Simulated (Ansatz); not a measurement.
Consider the redistribution: `F/C=N/[SiH3]` + `FC(F)=NP` → `F/C=N/[SiH2]F` + `F/C=N/P`.

Computed with Ansatz on PBE0-D4/def2-TZVP structures; ΔE is electronic, products minus reactants. CCSD(T)/CBS is the MP2 limit (def2-TZVPP, def2-QZVPP) plus CCSD(T) − MP2 in def2-TZVPP, frozen cores. Double bonds are as drawn, so ΔE can hold a change between cis and trans. DFT in def2-TZVPP. Each species was taken in one conformer, which may not be the lowest.

Question: Is it downhill or uphill in electronic energy at CCSD(T)/CBS, and by how much? (Best estimate.)

Answer: Computed: Downhill: ΔE = -199.7 kJ/mol.

Question: What do these levels give: revPBE-D4, r2SCAN-D4, BHLYP-D4, BLYP, r2SCANh, LC-ωPBE, MP2/def2-SVP, CCSD(T)/def2-SVP, CCSD/def2-TZVPP, CCSD(T)/def2-TZVPP, MP2/def2-QZVPP, SCS-MP2/def2-QZVPP? (Estimate.)

Answer: Computed: revPBE-D4 -171.1, r2SCAN-D4 -179.7, BHLYP-D4 -192.4, BLYP -183.5, r2SCANh -181.1, LC-ωPBE -179.6, MP2/def2-SVP -163.7, CCSD(T)/def2-SVP -158.3, CCSD/def2-TZVPP -193.6, CCSD(T)/def2-TZVPP -192.0, MP2/def2-QZVPP -204.0, SCS-MP2/def2-QZVPP -203.1 kJ/mol.

Largest T1 diagnostic among the species: 0.014.

From r2SCAN to r2SCAN0 (25 % exact exchange), in def2-TZVPP and without D4, ΔE moves by −3.2 kJ/mol. Leaving LDA and LC-ωPBE aside and taking each functional with its dispersion term where it has one, the values, not all of them listed here, spread over 21.5 kJ/mol, from B2PLYP to revPBE-D4. LDA lies +9.8 kJ/mol from PBE without D4. At CCSD(T), def2-SVP lies +41.4 kJ/mol from the extrapolated value and def2-TZVPP +7.7 kJ/mol.
